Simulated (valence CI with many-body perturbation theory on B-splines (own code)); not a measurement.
**Forbidden lines of Ba XXXV**

Method: configuration interaction combined with many-body perturbation theory (CI+MBPT): four valence electrons over a frozen Dirac-Fock core [Ar], radial functions for each j: 9 s, 9 p, 10 d, 8 f, 5 g, 3 h, 1 i, with the one-electron correlation potential Σ1 (screened to all orders), the two-electron term Σ2, the three-electron term Σ3, Breit, model QED; selected single and double excitations, second order for the rest (own B-spline code, finite nucleus).

No measured spectrum was set against this ion. As an estimate, large intervals hold to a few tenths of a per cent, small ones and those within an open d or f shell to about a per cent. Only levels of the ground parity were solved; by the run's estimate the other parity begins above the list, which can be wrong where configurations are misplaced.

Lines 51 to 100 of 120 in falling wavelength, among levels below 915770 cm⁻¹, chosen from the decays that carry over 1 % of a level's rate. Wavelengths and rates use the calculated energies. Weak lines are less certain than strong ones. Lines between different terms over intervals too small for the method are left out, as are lines whose strength nearly cancels. The highest levels of a list are the least certain. Branching is blank where the lifetime is uncertain.

Levels are named by their leading jj configuration (3d3/2^4 stands for four electrons in 3d with j = 3/2), which in mixed levels can hold well under half, so a name can repeat and another be missing. Letters in brackets count levels of one name in rising energy.

```csv
λ vac (nm),Upper,Lower,Type,A (s⁻¹),Branch %
63.48,(3d3/2^2 3d5/2^2) J=0 [a],(3d3/2^3 3d5/2) J=1,M1,1.52e+05,100.0
63.04,(3d3/2 3d5/2^3) J=3 [a],(3d3/2^2 3d5/2^2) J=2 [a],M1,6.25e+04,45.4
62.86,(3d3/2 3d5/2^3) J=5,(3d3/2^2 3d5/2^2) J=5,M1,1.89e+04,30.2
60.05,(3d3/2^2 3d5/2^2) J=1,(3d3/2^3 3d5/2) J=2,M1,6.92e+04,92.7
59.90,(3d3/2^2 3d5/2^2) J=4 [c],(3d3/2^2 3d5/2^2) J=5,M1,2.83e+03,4.5
59.68,(3d3/2 3d5/2^3) J=6,(3d3/2^2 3d5/2^2) J=5,M1,3.13e+04,54.2
59.42,(3d3/2 3d5/2^3) J=2 [a],(3d3/2^2 3d5/2^2) J=3 [b],M1,2.54e+04,20.5
59.19,(3d3/2 3d5/2^3) J=2 [a],(3d3/2^2 3d5/2^2) J=2 [b],M1,1.45e+04,11.7
59.10,(3d3/2 3d5/2^3) J=4 [b],(3d3/2 3d5/2^3) J=3 [a],M1,1.30e+04,8.3
58.82,(3d3/2^2 3d5/2^2) J=4 [b],(3d3/2^3 3d5/2) J=3,M1,6.47e+03,63.9
57.87,(3d3/2 3d5/2^3) J=3 [b],(3d3/2^2 3d5/2^2) J=3 [b],M1,3.13e+04,33.7
57.66,(3d3/2 3d5/2^3) J=3 [b],(3d3/2^2 3d5/2^2) J=2 [b],M1,1.62e+04,17.5
56.46,(3d3/2^2 3d5/2^2) J=2 [d],(3d3/2^2 3d5/2^2) J=1,M1,1.04e+03,3.2
56.23,(3d3/2^2 3d5/2^2) J=2 [b],(3d3/2^3 3d5/2) J=3,M1,3.82e+02,2.6
56.03,(3d3/2^2 3d5/2^2) J=3 [b],(3d3/2^3 3d5/2) J=3,M1,3.05e+03,
55.17,(3d3/2 3d5/2^3) J=3 [b],(3d3/2^2 3d5/2^2) J=4 [b],M1,1.20e+04,13.0
55.15,(3d3/2^2 3d5/2^2) J=4 [b],(3d3/2^3 3d5/2) J=4,M1,4.13e+02,4.1
54.26,(3d3/2 3d5/2^3) J=2 [b],(3d3/2 3d5/2^3) J=3 [a],M1,2.24e+04,19.3
53.91,(3d3/2^2 3d5/2^2) J=2 [a],(3d3/2^3 3d5/2) J=1,M1,6.18e+04,75.2
53.58,(3d3/2 3d5/2^3) J=3 [c],(3d3/2^2 3d5/2^2) J=2 [c],M1,1.89e+04,25.9
53.51,(3d3/2 3d5/2^3) J=1 [a],(3d3/2^2 3d5/2^2) J=2 [a],M1,5.73e+04,30.8
53.06,(3d3/2 3d5/2^3) J=0,(3d3/2^2 3d5/2^2) J=1,M1,9.06e+04,88.6
52.99,(3d3/2^2 3d5/2^2) J=4 [c],(3d3/2^2 3d5/2^2) J=3 [a],M1,2.01e+04,32.4
52.69,(3d3/2^2 3d5/2^2) J=3 [b],(3d3/2^3 3d5/2) J=4,M1,3.36e+04,
52.31,(3d3/2 3d5/2^3) J=1 [b],(3d3/2^2 3d5/2^2) J=2 [c],M1,2.88e+04,22.4
51.45,(3d3/2 3d5/2^3) J=3 [c],(3d3/2 3d5/2^3) J=4 [a],M1,1.32e+04,18.1
50.37,(3d3/2 3d5/2^3) J=5,(3d3/2^2 3d5/2^2) J=4 [a],M1,8.73e+03,14.0
49.89,(3d3/2 3d5/2^3) J=4 [b],(3d3/2 3d5/2^3) J=4 [a],M1,7.08e+04,45.4
49.24,(3d3/2^2 3d5/2^2) J=2 [b],(3d3/2^3 3d5/2) J=2,M1,4.71e+03,32.2
49.08,(3d3/2^2 3d5/2^2) J=3 [b],(3d3/2^3 3d5/2) J=2,M1,2.28e+03,
48.66,(3d3/2 3d5/2^3) J=2 [a],(3d3/2^2 3d5/2^2) J=1,M1,2.51e+04,20.2
48.45,(3d3/2^2 3d5/2^2) J=4 [c],(3d3/2^2 3d5/2^2) J=4 [a],M1,2.99e+04,48.0
48.13,(3d3/2 3d5/2^3) J=2 [b],(3d3/2^2 3d5/2^2) J=2 [c],M1,2.55e+04,22.1
47.46,(3d3/2^2 3d5/2^2) J=2 [d],(3d3/2^2 3d5/2^2) J=3 [a],M1,6.37e+02,1.9
46.79,(3d3/2^2 3d5/2^2) J=2 [d],(3d3/2^2 3d5/2^2) J=2 [a],M1,7.21e+02,2.2
46.54,(3d3/2 3d5/2^3) J=1 [a],(3d3/2^2 3d5/2^2) J=0 [a],M1,7.05e+04,37.9
43.09,(3d3/2 3d5/2^3) J=4 [a],(3d3/2^3 3d5/2) J=3,M1,1.68e+04,18.2
41.82,(3d3/2 3d5/2^3) J=2 [a],(3d3/2^2 3d5/2^2) J=3 [a],M1,4.09e+04,33.0
41.70,(3d3/2^2 3d5/2^2) J=2 [c],(3d3/2^3 3d5/2) J=3,M1,8.71e+04,79.3
41.05,(3d3/2 3d5/2^3) J=3 [b],(3d3/2^2 3d5/2^2) J=3 [a],M1,1.10e+04,11.8
40.55,(3d3/2 3d5/2^3) J=3 [b],(3d3/2^2 3d5/2^2) J=2 [a],M1,2.05e+03,2.2
39.50,(3d3/2 3d5/2^3) J=1 [b],(3d3/2^2 3d5/2^2) J=2 [b],M1,2.60e+03,2.0
39.36,(3d3/2 3d5/2^3) J=4 [b],(3d3/2^2 3d5/2^2) J=3 [b],M1,1.75e+04,11.2
38.99,(3d3/2 3d5/2^3) J=3 [c],(3d3/2^2 3d5/2^2) J=4 [b],M1,3.03e+03,4.1
38.66,(3d3/2^2 3d5/2^2) J=2 [b],(3d3/2^3 3d5/2) J=1,M1,6.49e+03,44.4
38.27,(3d3/2 3d5/2^3) J=3 [b],(3d3/2^2 3d5/2^2) J=4 [a],M1,1.47e+04,15.8
37.98,(3d3/2 3d5/2^3) J=3 [a],(3d3/2^3 3d5/2) J=3,M1,5.69e+03,4.1
37.72,(3d3/2^2 3d5/2^2) J=2 [c],(3d3/2^3 3d5/2) J=2,M1,1.31e+04,11.9
37.16,(3d3/2 3d5/2^3) J=2 [b],(3d3/2^2 3d5/2^2) J=3 [b],M1,1.46e+04,12.6
34.65,(3d3/2 3d5/2^3) J=3 [a],(3d3/2^3 3d5/2) J=2,M1,1.39e+04,10.1
```
